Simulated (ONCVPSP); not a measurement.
# Varying the ONCV potential for lanthanum (La)

Base potential:

| Property | Result |
| --- | --- |
| Element | La (Z = 57) |
| Generator | ONCVPSP 4.0.1 |
| Type | optimised norm-conserving Vanderbilt (ONCV) |
| Functional | LDA (Perdew-Wang 92) |
| Relativity | scalar-relativistic |
| Frozen core | [Kr] 4d10 |
| Valence charge | 11 |
| Reference configuration | 5s2 5p6 5d1 6s1.5 6p0.5 |
| Partial waves | 5s+6s: rc 2.95 bohr, ncon 4, nbas 9, qcut 3.5 1/bohr, 2 projectors; 5p+6p: rc 2.55 bohr, ncon 3, nbas 7, qcut 5.9 1/bohr, 3 projectors, debl 1.9 Ha; 5d: rc 2.55 bohr, ncon 4, nbas 9, qcut 3.8 1/bohr, 1 projector; f scattering state at 0.02 Ha: rc 2.35 bohr, ncon 4, nbas 7, qcut 5.5 1/bohr, local |
| Local potential | the f channel |
| Core correction | Teter function, fcfact 1.75, rcfact 1 |

In the f channel the program set the typed energies aside and used -0.189 Ha.

Cutoffs, loose and tight: the cutoffs (Ha) at which the residual kinetic energy of the hardest occupied pseudo-wave falls to 1 and 0.1 mHa per electron. They do not see the model core or the augmentation charge, which bear on the density cutoff. Test errors are all-electron minus pseudo excitation energies from the reference, over the configurations 5s2 5p6 5d1 6s2 6p0; 5s2 5p6 5d1 6s1 6p0; 5s2 5p6 5d1 6s0 6p0; 5s2 5p6 5d1 6s0 6p2. A dash means not determined; rows that change the core or the reference have their own tests.

For the base: The cutoffs count occupied waves only; projector 1 of the f channel, the hardest unoccupied one, needs 35 Ha at the loose tolerance.

A true bound ghost makes a file unfit for plane-wave use even where its test errors are small: the radial tests pick states by their node count and pass the ghost by.

```tsv
change	outcome	cutoff, loose	cutoff, tight	bound ghosts	GHOST(+) flags above zero	largest test error (meV)
base	generated, projector energies reset by the program	9.0 Ha	12 Ha	s	p, d	-12
fully relativistic	generated, projector energies reset by the program	9.2 Ha	12 Ha	s	p3/2, d5/2, p1/2, d3/2	-10.0
core correction Teter function, fcfact 5.5, rcfact 1	generated, projector energies reset by the program	9.0 Ha	12 Ha	s	p, d	-13
core correction Teter function, fcfact 5, rcfact 1.15	generated, projector energies reset by the program	9.0 Ha	12 Ha	s	p, d	-14
s: qcut 4; p: qcut 6.7; d: qcut 4.3; f: qcut 6.3	generated, projector energies reset by the program	12 Ha	15 Ha	s	p, d	-11
```

Problem. What comes out with this change to the base: functional PBEsol?

Solution. outcome: generated, projector energies reset by the program; cutoff, loose: 9.1 Ha; cutoff, tight: 12 Ha; bound ghosts: s; GHOST(+) flags above zero: p, d; largest test error (meV): -13.

Problem. What comes out with this change to the base: p: rc 2.44?

Solution. outcome: generated, projector energies reset by the program; cutoff, loose: 9.7 Ha; cutoff, tight: 12 Ha; bound ghosts: s; GHOST(+) flags above zero: p, d; largest test error (meV): -13.
